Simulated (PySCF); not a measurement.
A geometry optimisation on `C[NH][GeH2][AsH2]`.

Method: PBE0-D3(BJ)/def2-SVP geometry optimisation, gas phase (PySCF 2.14.0). Start geometry: GFN2-xTB. The input is one job of a driver script: a line of settings, then coordinates in Å.

Input:
```
{"job": {"xc": "PBE0", "basis": "def2-SVP", "d3": "d3bj", "grid": 1, "kind": "geom"}, "charge": 0, "multiplicity": 1}
C     -1.482376    -0.970657     0.217276
N     -1.150431     0.437910     0.303962
Ge     0.527125     1.054562    -0.091822
As     2.075649    -0.408680     0.968949
H     -2.366868    -1.184770     0.821514
H     -1.674073    -1.317708    -0.805361
H     -0.645024    -1.547296     0.622458
H     -1.913947     1.003179    -0.041014
H      0.466637     2.474298     0.445481
H      0.721107     1.273186    -1.607269
H      3.232682     0.426858     0.506341
H      2.210718    -1.241567    -0.278284
```

What does the run print?

```
step   0  E = -4409.29686092  max force = 0.014883
step   1  E = -4409.30097539  max force = 0.005810
step   2  E = -4409.30127050  max force = 0.001047
step   3  E = -4409.30130779  max force = 0.000570
step   4  E = -4409.30135523  max force = 0.002363
step   5  E = -4409.30137957  max force = 0.002406
step   6  E = -4409.30141933  max force = 0.001114
step   7  E = -4409.30144210  max force = 0.000250
step   8  E = -4409.30145011  max force = 0.000840
step   9  E = -4409.30145222  max force = 0.000834
step  10  E = -4409.30145669  max force = 0.000393
optimisation converged
```

Energies in Eh; «max force» is the largest Cartesian gradient component in Eh/bohr.

Give the first gradient maximum in eV/Å.

With 1 Eh/bohr = 51.422 eV/Å, 0.765 eV/Å.

How much energy does the optimisation release, in eV?

E(step 0) − E(last step) = 0.004596 Eh, which is 0.125 eV.

In short: final energy -4409.30146 Eh after 10 steps; dipole 1.31 D.

Give the final coordinates.

0.191 Å rms from the input after alignment:
```
atom  x, y, z in Å
C1    -1.5818   -0.8897    0.0369
N2    -1.2228    0.4723    0.3474
Ge3    0.4583    1.1098   -0.0184
As4    1.9935   -0.2224    1.3091
H5    -2.5237   -1.1689    0.5379
H6    -1.7009   -1.1135   -1.0436
H7    -0.8118   -1.5790    0.4228
H8    -1.9662    1.1351    0.1502
H9     0.4738    2.5766    0.4507
H10    0.8366    1.0469   -1.5237
H11    3.1897    0.5571    0.7669
H12    2.1337   -1.2723    0.2095
```

How long does this job take on x86-64 server, one thread, shared host?

About 2.2 min.
Labels such as C1 count atoms from 1, the log's own numbers from 0.
